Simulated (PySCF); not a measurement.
C6H8F3N.
SMILES with atom numbers: `[NH2:1][C@:2]12[CH2:3][C@:4]([C:5]([F:6])([F:7])[F:8])([CH2:9]1)[CH2:10]2` (hydrogens: H11, H12 on N1; H13, H14 on C3; H15, H16 on C9; H17, H18 on C10)

The same species was optimised twice, with GFN2-xTB and with PBE0-D3(BJ)/def2-SVP (PySCF), and the same property calculations (PySCF, gas phase) were run on both structures.

| coordinate | GFN2-xTB | PBE0-D3(BJ)/def2-SVP | change |
| --- | --- | --- | --- |
| C5–F7 (Å) | 1.345 | 1.337 | -0.008 |
| C5–F6 (Å) | 1.345 | 1.338 | -0.007 |
| C5–F8 (Å) | 1.343 | 1.337 | -0.006 |
| C4–C5 (Å) | 1.499 | 1.494 | -0.005 |
| C2–C9 (Å) | 1.564 | 1.568 | +0.004 |
| C2–C3 (Å) | 1.545 | 1.547 | +0.002 |
| C4–C10 (Å) | 1.539 | 1.541 | +0.002 |
| C2–C10 (Å) | 1.544 | 1.546 | +0.002 |
| N1–C2 (Å) | 1.411 | 1.413 | +0.002 |
| C3–C4 (Å) | 1.539 | 1.540 | +0.001 |
| C4–C9 (Å) | 1.537 | 1.536 | -0.001 |
| F6–C5–F7 (°) | 106.4 | 107.5 | +1.1 |
| C4–C5–F8 (°) | 112.7 | 111.6 | -1.1 |
| F6–C5–F8 (°) | 106.4 | 107.5 | +1.1 |
| C4–C5–F7 (°) | 112.2 | 111.2 | -1.0 |
| F7–C5–F8 (°) | 106.5 | 107.4 | +0.9 |
| C4–C5–F6 (°) | 112.2 | 111.4 | -0.8 |
| N1–C2–C9 (°) | 130.5 | 131.2 | +0.7 |
| C5–C4–C10 (°) | 126.9 | 126.5 | -0.4 |
| C3–C4–C5–F6 (°) | -60 | -61 | -1 |

Rotational constants: A = 2970, B = 852.9, C = 851.8 MHz (GFN2-xTB) against A = 2957, B = 861.1, C = 860.2 MHz (PBE0-D3(BJ)/def2-SVP). Point groups within 0.08 Å: Cs and Cs.

On the GFN2-xTB structure: HOMO (eV) -7.15 [PBE0/pcSseg-1]; LUMO (eV) 1.15 [PBE0/pcSseg-1]; dipole (D) 3.25 [PBE0/pcSseg-1]; GIAO shielding of N1 (ppm) 216.5 [PBE0/pcSseg-1]; GIAO shielding of C2 (ppm) 136.3 [PBE0/pcSseg-1]; GIAO shielding of C3/C9/C10 (mean) (ppm) 133.5 [PBE0/pcSseg-1]; GIAO shielding of C4 (ppm) 154.4 [PBE0/pcSseg-1]; GIAO shielding of C5 (ppm) 52.5 [PBE0/pcSseg-1]; GIAO shielding of F6/F7/F8 (mean) (ppm) 261.4 [PBE0/pcSseg-1].

**Question.** What do these properties become on the PBE0-D3(BJ)/def2-SVP structure?

**Answer.** 
```
                                    property          level  on GFN2-xTB  on PBE0-D3(BJ)/def2-SVP  change
                                   HOMO (eV)  PBE0/pcSseg-1        -7.15                    -7.18   -0.03
                                   LUMO (eV)  PBE0/pcSseg-1         1.15                     1.13   -0.02
                                  dipole (D)  PBE0/pcSseg-1         3.25                     3.07   -0.18
energy, GFN2-xTB geometry as zero (kcal/mol)  PBE0/pcSseg-1          0.0                     -0.4    -0.4
                  GIAO shielding of N1 (ppm)  PBE0/pcSseg-1        216.5                    214.4    -2.1
                  GIAO shielding of C2 (ppm)  PBE0/pcSseg-1        136.3                    135.3    -1.0
    GIAO shielding of C3/C9/C10 (mean) (ppm)  PBE0/pcSseg-1        133.5                    131.9    -1.6
                  GIAO shielding of C4 (ppm)  PBE0/pcSseg-1        154.4                    153.5    -0.9
                  GIAO shielding of C5 (ppm)  PBE0/pcSseg-1         52.5                     54.6    +2.1
     GIAO shielding of F6/F7/F8 (mean) (ppm)  PBE0/pcSseg-1        261.4                    267.2    +5.8
```

The heavy atoms differ by 0.015 Å rms after alignment. Among bonds between heavy atoms C5–F6 and C5–F7 change most and about equally (-0.008 to -0.007 Å). Changes are differences of the printed values. Neither structure is proved a minimum here.

Conformer computed: `[NH2:1][C@:2]12[CH2:3][C@:4]([C:5]([F:6])([F:7])[F:8])([CH2:9]1)[CH2:10]2`: C3–C4–C5–F6 -61°, H–N1–C2–C3 63°, H–N1–C2–C3 -178°.
